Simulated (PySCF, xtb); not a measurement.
C₃H₈Si₂, SMILES [Si@@H](C)(C#C)[SiH3].

xtb with GFN2-xTB at its own geometry gives an orbital gap of 4.20 eV and a dipole moment of 0.36 D.

The structure is a stationary point at PBE0-D3(BJ)/def2-SVP. The structure was generated by enumeration; whether it is a known compound was not checked.

Problem. What does ωB97X/def2-TZVP in PySCF give? (Estimate from the structure and the level; the computed values follow.)

Solution. gap 11.64 eV (levels -9.91 and 1.73 eV), dipole 0.80 D.
